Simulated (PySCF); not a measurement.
C2H6N2OSi, SMILES N[Si@@H]1COC=N1. Atoms are numbered in the order given.

```xyz
12

N      2.1274     0.2009     0.6465
Si     0.7292     0.3947    -0.3393
C     -0.8228     0.9571     0.6431
O     -1.7751    -0.1117     0.4161
C     -1.2675    -1.0788    -0.3935
N     -0.1017    -1.0657    -0.8964
H      2.1186    -0.4335     1.4400
H      3.0495     0.2365     0.2231
H      1.1379     1.2755    -1.4627
H     -1.2756     1.8965     0.2886
H     -0.6617     1.0493     1.7294
H     -2.0144    -1.8735    -0.5460
```

Geometry: B3LYP-D3(BJ)/def2-SVP. The structure was generated by enumeration; whether it is a known compound was not checked. Other conformers were not sampled.

Calculation: PBE0/pcSseg-1 (PySCF).

GIAO shieldings, no solvent; atoms listed in one row are averaged. δ = σ(ref) − σ: ¹⁵N against NH3 (σ = 267.4 ppm); ²⁹Si against TMS (σ = 352.7 ppm); ¹³C against TMS (σ = 186.3 ppm); ¹⁷O against H2O (σ = 334.2 ppm); ¹H against TMS (σ = 31.56 ppm), references at their B3LYP-D3(BJ)/def2-TZVP geometries, non-relativistic.

Q: Estimate the chemical shifts. (The exact figures need the calculation; the answer reports its results.)

A: 
```tsv
nucleus	atoms	count	δ (ppm)
¹⁵N	N6	1	262.3
¹⁵N	N1	1	28.4
²⁹Si	Si2	1	4.1
¹³C	C5	1	172.1
¹³C	C3	1	54.4
¹⁷O	O4	1	213.8
¹H	H12	1	7.46
¹H	H9	1	5.42
¹H	H10	1	3.53
¹H	H11	1	3.37
¹H	H8	1	1.50
¹H	H7	1	0.79
```
